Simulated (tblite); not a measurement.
Compound: C6H13NSi.
Structure used (GFN2-xTB), in Å, numbered top down from 1:
```xyz
21
C6H13NSi angstrom
C     -2.293    1.707   -0.365
C     -1.536    1.044    0.502
N     -1.084   -0.254    0.397
C     -1.505   -0.993   -0.769
Si     0.088   -0.900    1.504
C      1.854   -0.521    0.952
C      2.163    0.781    0.260
C      2.214   -0.495   -0.510
H     -2.643    1.290   -1.291
H     -2.587    2.720   -0.159
H     -1.210    1.532    1.412
H     -2.596   -1.035   -0.816
H     -1.140   -0.522   -1.688
H     -1.117   -2.007   -0.718
H     -0.168   -0.274    2.803
H     -0.138   -2.348    1.530
H      2.639   -0.887    1.604
H      3.091    1.281    0.495
H      1.346    1.459    0.062
H      3.178   -0.881   -0.807
H      1.435   -0.682   -1.233
```

All values are computed: GFN2-xTB (tblite) harmonic vibrations without scaling, gas phase. The method is semi-empirical: single wavenumbers can be off by several per cent or more. Modes of hydrogen on silicon can be 10 to 20 % off. One conformer, not necessarily the lowest.

Harmonic wavenumbers (cm⁻¹): 29.8, 35.8, 83.3, 130.5, 219.3, 237.6, 262.6, 270.9, 321.6, 347.0, 468.5, 516.9, 619.0, 633.9, 639.3, 693.6, 754.6, 771.2, 805.4, 812.7, 847.4, 955.4, 990.6, 999.5, 1004.0, 1020.7, 1057.5, 1069.4, 1074.1, 1101.2, 1113.7, 1160.8, 1221.0, 1244.7, 1264.8, 1336.4, 1345.7, 1407.2, 1428.5, 1448.7, 1480.5, 1489.5, 1510.7, 1698.5, 2238.0, 2253.6, 2926.5, 2959.9, 3030.3, 3031.9, 3055.0, 3075.7, 3079.1, 3084.9, 3099.7, 3127.2, 3148.7.

A = 2530, B = 1133, C = 1035 MHz; mass 127.082 u (most abundant isotopes); point group C1, symmetry number 1.

**Question.** Zero-point energy?

**Answer.** ½Σν̃ = 38017 cm⁻¹ = 108.70 kcal/mol.

**Question.** Entropy at 298.15 K, 1 bar (ideal gas, RRHO, classical rotation)?

**Answer.** Translation 40.46, rotation 29.07, vibration 32.60: S = 102.1 cal/(mol K).

**Question.** And Cp and H(298.15 K) − H(0)?

**Answer.** Cp = 40.62 cal/(mol K), of which vibrations give 32.67 (their classical limit is 57 R = 113.3); H(298.15 K) − H(0) = 7.24 kcal/mol without the zero-point energy, 4.87 from vibrations.

**Question.** Which modes carry the vibrational entropy at 298.15 K?

**Answer.** 29.8 cm⁻¹: 5.84; 35.8 cm⁻¹: 5.48; 83.3 cm⁻¹: 3.81; 130.5 cm⁻¹: 2.94; 219.3 cm⁻¹: 1.96; 237.6 cm⁻¹: 1.82 cal/(mol K); the other 51 give 10.75 together.

**Question.** How do the functions run with temperature in this model?

**Answer.** 
```json
{"T (K)": "150", "S (cal/(mol K))": "80.7", "Cp (cal/(mol K))": "24.2", "H − H(0) (kcal/mol)": "2.47", "G − H(0) (kcal/mol)": "-9.63", "ln q(vib)": "4.07"}
{"T (K)": "250", "S (cal/(mol K))": "95.5", "Cp (cal/(mol K))": "35.0", "H − H(0) (kcal/mol)": "5.41", "G − H(0) (kcal/mol)": "-18.46", "ln q(vib)": "6.87"}
{"T (K)": "400", "S (cal/(mol K))": "115.7", "Cp (cal/(mol K))": "52.0", "H − H(0) (kcal/mol)": "11.96", "G − H(0) (kcal/mol)": "-34.31", "ln q(vib)": "11.00"}
{"T (K)": "600", "S (cal/(mol K))": "140.3", "Cp (cal/(mol K))": "69.4", "H − H(0) (kcal/mol)": "24.21", "G − H(0) (kcal/mol)": "-59.96", "ln q(vib)": "16.50"}
{"T (K)": "900", "S (cal/(mol K))": "171.9", "Cp (cal/(mol K))": "86.1", "H − H(0) (kcal/mol)": "47.74", "G − H(0) (kcal/mol)": "-106.93", "ln q(vib)": "24.38"}
```

q(vib) and H(0) count from the zero-point level.

**Question.** What must be added to the electronic energy to get the Gibbs energy at 298.15 K and 1 bar?

**Answer.** ZPE + [H(298.15 K) − H(0)] − T·S = 108.70 + 7.24 − 30.45 = 85.49 kcal/mol.

**Question.** Blend soft modes into free rotors: weight 1/[1 + (100 cm⁻¹/ν̃)⁴] for the oscillator and the rest for a rotor with moment μB/(μ + B), μ = h/(8π²ν), B = 10⁻⁴⁴ kg m². What vibrational entropy results?

**Answer.** 28.67 cal/(mol K) in place of 32.60, which changes −T·S at 298.15 K by +1.17 kcal/mol.

Hindered rotation and anharmonicity are outside this model. Other conformers, if any are populated, would add a mixing term that is left out. The structure is chiral; the term R ln 2 for an equal mix with its mirror image is left out.

The run took 0.51 s of wall time on an AMD EPYC 9R45 with one thread (shared host). This covers the Hessian and the dipole derivatives.
